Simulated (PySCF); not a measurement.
Calculations on Cl2H2Zn2, in the order of a workflow; each names the level of the geometry that it ran on. Settings lines and outputs come from a driver script.

(ClZn-mu-H)2 (singlet state).
Bonds: Zn1–Cl2, Zn4–Cl5. Hydrogens: H3, H6 on Zn1; H3, H6 on Zn4.

Step 1: PBE0-D3(BJ)/def2-SVP geometry optimisation, gas phase (PySCF 2.14.0) (from the GFN1-xTB geometry)
```json
{"job": {"xc": "PBE0", "basis": "def2-SVP", "d3": "d3bj", "grid": 1, "maxiter": 40, "shake": 0.03, "kind": "geom"}, "charge": 0, "multiplicity": 1}
```
```
step   0  E = -4478.87377413  max force = 0.039889
step   1  E = -4478.87815077  max force = 0.014095
step   2  E = -4478.87945459  max force = 0.007564
step   3  E = -4478.88052140  max force = 0.001567
step   4  E = -4478.88057544  max force = 0.000576
step   5  E = -4478.88054492  max force = 0.001336
step   6  E = -4478.88055411  max force = 0.000709
step   7  E = -4478.88057230  max force = 0.000335
step   8  E = -4478.88057960  max force = 0.000161
optimisation converged
```

Final energy -4478.88058 Eh after 8 steps; dipole 0.03 D. Energies in Eh; «max force» is the largest Cartesian gradient component in Eh/bohr.

Step 2: TDDFT B3LYP/def2-SVPD, vertical, gas phase, core orbitals frozen in the response (PySCF 2.14.0, density-fitted response routines) (on the PBE0-D3(BJ)/def2-SVP geometry)
```json
{"job": {"kind": "uv", "xc": "B3LYP", "basis": "def2-SVPD", "ip": true, "nstates": 15}, "charge": 0, "multiplicity": 1}
```
```
...
Static polarisability (au): isotropic 79.637, principal 56.129 64.354 118.428
Singlet excitations
state   eV       nm        f      main configurations
  1   4.5537    272.3   0.00000   H->L 0.99
  2   4.9494    250.5   0.00000   H->L+1 0.99
  3   5.3082    233.6   0.00000   H-1->L 0.99
  4   5.4990    225.5   0.04574   H-2->L 0.96
  5   5.5831    222.1   0.00001   H-3->L 0.97
  6   5.6607    219.0   0.02509   H-1->L+1 0.98
  7   5.6904    217.9   0.02764   H-2->L+1 0.99
  8   5.7458    215.8   0.00001   H-3->L+1 0.98
  9   5.9196    209.4   0.00000   H-4->L 0.99
 10   6.3908    194.0   0.00135   H-5->L 0.99
 11   6.4023    193.7   0.00000   H-4->L+1 0.99
 12   7.0024    177.1   0.00003   H-6->L 0.99
 13   7.0563    175.7   0.18115   H-5->L+1 0.64, H->L+3 0.30
 14   7.1379    173.7   0.01017   H->L+2 0.92
 15   7.5079    165.1   0.00001   H->L+4 0.98
Triplet excitations (Tamm-Dancoff, eV): 4.3525 4.6501 5.2132 5.2538
Vertical ionisation energy (delta-SCF) = 10.1688 eV
Vertical electron affinity (delta-SCF) = 0.9169 eV
```

HOMO -8.17 eV, LUMO -2.62 eV; lowest singlet 4.55 eV; lowest triplet 4.35 eV (Tamm–Dancoff); mean polarisability 79.6 au.

Step 3: delta-SCF UKS SCAN, pcX-2 on the ionised atom (unc-x2c-TZVPall on a metal), pcseg-1 elsewhere, spin-free X2C (PySCF 2.14.0) (on the PBE0-D3(BJ)/def2-SVP geometry)
```json
{"job": {"kind": "xps", "metal_2p": true}, "charge": 0, "multiplicity": 1}
```
```
...
ground state, core basis on atom 0 (Zn), 172 functions
  E(ground) = -4512.87334203 Eh
hole in Zn 2p of atom 0
  E(ion) = -4474.78751498 Eh   <S^2> = 0.7519   hole on atom = 1.000   binding energy = 1036.368 eV
  2p3/2 = 1028.223 eV   2p1/2 = 1052.370 eV
ground state, core basis on atom 1 (Cl), 150 functions
  E(ground) = -4509.52824477 Eh
hole in Cl 1s of atom 1
  E(ion) = -4405.59722444 Eh   <S^2> = 0.7520   hole on atom = 1.000   binding energy = 2828.107 eV
hole in Cl 2p of atom 1
  E(ion) = -4501.95450131 Eh   <S^2> = 0.7518   hole on atom = 1.001   binding energy = 206.092 eV
  2p3/2 = 205.514 eV   2p1/2 = 207.167 eV
```

Zn2p of Zn1 1036.27 eV (mean of the 2p shell); Cl1s of Cl2 2828.11 eV; Cl2p of Cl2 206.06 eV (mean of the 2p shell); one atom stands for each set of equivalent ones. SCF cycles are left out; they run on a coarse grid, and E(ground) and E(ion) are re-evaluated on a finer one. For a 2p shell the printed binding energy is that of one 2p hole without spin–orbit coupling; the 2p3/2 and 2p1/2 values follow from a further step that adds the ground-state splitting of the three 2p orbitals and a mean-field spin–orbit operator, and the shell mean corrects the one hole to the average of the three. The log counts atoms from 0, this text from 1.

Q: Which step took the most CPU time, and about what did each take on one thread, Arm Neoverse V2 (aarch64), no GPU, on a shared host?

A: Step 2, about 57 % of the total. CPU time by step: 1: 42 s, 2: 71 s, 3: 11 s.

Geometry of the electronic-property runs (PBE0-D3(BJ)/def2-SVP):
```
atom  x, y, z in Å
Zn1   -0.320   -1.109    0.345
Cl2   -0.917   -3.041    0.946
H3     0.202    0.317    1.214
Zn4    0.345    1.075   -0.371
Cl5    0.929    3.013   -0.963
H6    -0.176   -0.351   -1.241
```

